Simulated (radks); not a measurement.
Spherical quantum dot in the effective-mass picture: electrons in a well V = -V0 / (1 + exp((r - R)/a)) with V0 = 4.16, R = 12.6, a = 0.67, all in effective atomic units (hartree* = m*/eps^2 hartree, bohr* = eps/m* bohr), one dielectric constant everywhere. Calculated with a radial shooting solver with Libxc functionals: non-relativistic Kohn-Sham, LDA (Slater exchange, Perdew-Wang correlation), spin-polarised, spherical densities. Levels are named by radial order and angular momentum (1s, 1p, 1d, 2s, ...), and open shells are averaged over m. Results are scaled to m* = 0.126 and eps = 15.8, for which hartree* = 13.73 meV and bohr* = 6.636 nm.

N = 8, configuration 1s2 1p6. This is the lowest configuration that the search found (a dilute case). Occupied and some empty levels:

level,occupation,eigenvalue (meV),<r> (nm)
1s,2,-45.460,52.59
1p,6,-45.206,54.00
1d,0,-44.748,55.51
1f,0,-44.116,56.93
2s,0,-43.291,36.80

Energy (meV): total -408.296, kinetic 7.7322, external -453.29, Hartree 49.925, exchange-correlation -12.660.

Electron density:

r (nm),n(r) (e/nm^3)
7.68,3.454e-07
15.9,7.284e-07
24.2,1.618e-06
32.4,3.325e-06
40.6,5.887e-06
48.9,8.171e-06
57.1,7.606e-06
65.4,3.626e-06
73.6,5.497e-07
81.8,1.268e-08
90.1,3.589e-11
